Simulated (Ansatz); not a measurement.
```yaml
atoms:
  - { symbol: B, position_ang: [0.0000, 0.0000, -1.4433] }
  - { symbol: C, position_ang: [0.0000, 0.0000, 0.1973] }
  - { symbol: O, position_ang: [0.0000, 0.0000, 1.4198] }
  - { symbol: H, position_ang: [0.0000, -1.2756, -1.7751] }
  - { symbol: H, position_ang: [-1.1047, 0.6378, -1.7751] }
  - { symbol: H, position_ang: [1.1047, 0.6378, -1.7751] }
```

Basis set: 6-31G* (spherical functions). Left uncorrelated: 3 orbitals. Charge 0, multiplicity 1.

Computed with Ansatz (development build ahead of 0.2.0); each method stands on the lowest determinant of its kind that the runs found. Restricted open shells among the atoms or ions are ROHF, correlated in semicanonical orbitals with singles.

(1) Give the atomization energy at this shape (free ground-state atoms in the same class of orbitals less the molecule, no zero-point energy) of singlet CH3BO by RHF-MP2, RHF.

## Answers

(1)

```csv
method,atomization energy
RHF-MP2,521.94 kcal/mol
RHF,393.65 kcal/mol
```

Caution: the shape is not the minimum.
